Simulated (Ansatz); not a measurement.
Diatomic HfSe, multiplicity 3 (an upper state: multiplicity 1 came lower at CCSD(T)/def2-TZVPP on PBE0 minima). No spin–orbit coupling. Se is treated without relativity.

The constants come from a fifth-degree fit in 1/R (seven points, main isotopes). Runs in def2 and cc sets follow the lowest solution found near the PBE0 minimum.

Codes used: Ansatz (a quantum-chemistry and plane-wave program) with Gaussian orbitals. Each number belongs to the level named beside it. In def2 rows elements past Kr take small-core potentials, without spin–orbit coupling.

```tsv
level	r_e (Å)	ω_e (cm⁻¹)	ω_e x_e (cm⁻¹)	α_e (cm⁻¹)	dipole (D)
PBE/def2-TZVPP	2.346	313	0.53	0.00013	5.18
PBE0/def2-TZVPP	2.330	327	0.50	0.00012	5.90
wB97X-V/def2-TZVPP	2.327	335	0.48	0.00011	6.54
```
